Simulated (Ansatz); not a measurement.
Ansatz (a first-principles code) input (SVWN5/def2-TZVPD):

Ansatz 0.2 input:
```yaml
crystal:
  periodic: [false, false, false]
  atoms:
    - {symbol: Si, position_ang: [2.15754073, -0.12078471, -0.10625942]}
    - {symbol: C, position_ang: [0.30487195, -0.04429451, -0.04403419]}
    - {symbol: C, position_ang: [-0.51264908, -0.26344291, -1.07866750]}
    - {symbol: C, position_ang: [-1.97048085, -0.17636053, -0.70914874]}
    - {symbol: C, position_ang: [-1.93408985, 0.48062670, 0.68712565]}
    - {symbol: C, position_ang: [-0.50394186, 0.22642408, 1.21437292]}
    - {symbol: H, position_ang: [2.60306230, -0.42837636, -1.48579293]}
    - {symbol: H, position_ang: [2.67218147, -1.16550150, 0.81516200]}
    - {symbol: H, position_ang: [2.74998716, 1.17203444, 0.32030405]}
    - {symbol: H, position_ang: [-0.18375276, -0.51513722, -2.07989672]}
    - {symbol: H, position_ang: [-2.41063616, -1.18031872, -0.67764950]}
    - {symbol: H, position_ang: [-2.55784510, 0.39513362, -1.43139765]}
    - {symbol: H, position_ang: [-2.70456660, 0.09838977, 1.35626298]}
    - {symbol: H, position_ang: [-2.09430931, 1.55533374, 0.58394062]}
    - {symbol: H, position_ang: [-0.11776276, 1.06848349, 1.79328676]}
    - {symbol: H, position_ang: [-0.46419016, -0.64677207, 1.87552334]}
basis:
  gaussian:
    orbitals: def2-TZVPD
hamiltonian:
  xc: {name: SVWN5}
total_charge: 1
magnetization: {spin_polarized: true, initial_magnetization: 1}
```

End of the output:

```
integrals: 0.32 GiB planned
1655 factors; their error is unknown
0.27 GiB of the device are held for the grids
2.09 GiB of device memory are held for the factors and their scratch space
mean field: 2.55 GiB planned
mean field evaluation 1: about -13101.5693 eV, gradient 8.0e1 eV
mean field evaluation 2: about -12541.8948 eV, gradient 2.6e2 eV
mean field evaluation 4: about -13125.5911 eV, gradient 4.0e1 eV
mean field evaluation 8: about -13136.7898 eV, gradient 1.3e0 eV
mean field evaluation 16: about -13136.7448 eV, gradient 1.3e-2 eV
mean field evaluation 32: about -13136.6036 eV, gradient 3.9e0 eV
mean field -13136.74482746 eV, -482.7664680037 hartree, gradient 7.8e-5 eV, S^2 0.750904; 3 other end points of the search recorded, 0 dependent functions left out
reference -13136.74487818 eV, -482.7664698678 hartree; 27, 26 occupied and 291, 292 virtual orbitals, 1655 factors
Total energy: -13136.74487818 eV, -482.7664698678 hartree
```

This state (charge 1, doublet) is run at the relaxed geometry of the species with charge 0 and multiplicity 1.
